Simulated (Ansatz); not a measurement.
Sn₂O₄, relaxed as a singlet with RKS r2SCAN-D4/def2-SVP in Ansatz, starting from the GFN2-xTB geometry. Force threshold 0.02 eV/Å.

In the def2 sets Sn takes a core potential; there is no spin–orbit coupling. The structure holds 2 bonds between oxygen atoms, so isomers without such links may lie far lower. The restricted singlet is unstable towards broken spin symmetry in Hartree–Fock (as tested in another run); at r2SCAN-D4/def2-SVP this wasn't settled. Another isomer (singlet) lies 0.41 eV lower at PBE0-D4/def2-TZVP; other spin states weren't run for this one.

Start:

Cartesian coordinates in Å:
```
Sn 0.1881 -1.6303 0.0976
Sn -0.1869 1.6291 -0.0960
O -1.5365 -0.1810 -0.3843
O 1.5366 0.1863 0.3831
O -1.2081 -0.0686 1.0364
O 1.2069 0.0646 -1.0368
```

| step | energy (eV) | largest force component (eV/Å) | SCF passes |
| --- | --- | --- | --- |
| 1 | -19842.2305 | 1.477 | 18 |
| 2 (rejected) | -19842.1484 | 1.868 | 27 |
| 3 | -19842.4917 | 0.251 | 27 |
| 4 | -19842.4987 | 0.011 | 20 |

Force components are those of the run's own axes.

End:

```tsv
atom	x (Å)	y (Å)	z (Å)
Sn1	0.170	-1.553	0.093
Sn2	-0.170	1.553	-0.093
O3	-1.518	-0.191	-0.424
O4	1.518	0.191	0.424
O5	-1.175	-0.065	1.067
O6	1.175	0.065	-1.067
```

By distances, no bond broke or formed. The bond that changes most is Sn1–O3, from 2.30 to 2.23 Å (atoms count from 1).

No frequencies were taken in this run, so the end may be a saddle point.

Hardware: 4 threads of Arm Neoverse V2 on a shared host. Wall time 6 s.
